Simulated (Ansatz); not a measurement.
BeS₂⁻, relaxed as a doublet with UKS PBE0-D4/def2-TZVPD in Ansatz, starting from the GFN1-xTB geometry. Force threshold 0.02 eV/Å.

The relaxation made no stability test and no search for a lower SCF solution. The structure comes from a short search, and lower isomers may exist.

Start:

```xyz
3

Be   -0.0002    0.0000    0.0001
S    -0.5599   -0.2382    1.7927
S     0.5601    0.2382   -1.7929
```

(1) Estimate the energy that the relaxation releases and the steps that it takes.

(2) Does the start keep its bonding and symmetry?

(3) Predict the relaxed structure.

Results:

(1) 0.01 eV, in 3 steps; 2.1 s on 4 threads of Arm Neoverse V2 on a shared host. No frequencies were taken in this run, so the end may be a saddle point.

(2) By distances, no bond broke or formed. The bond that changes most is Be1–S3, from 1.89 to 1.87 Å (atoms count from 1). Point group D∞h at the start, D∞h at the end, both within 0.05 Å.

(3) 
```xyz
3

Be   -0.0001    0.0000    0.0000
S    -0.5524   -0.2350    1.7684
S     0.5525    0.2350   -1.7684
```
Bond lengths: 2 × Be–S 1.87 Å.
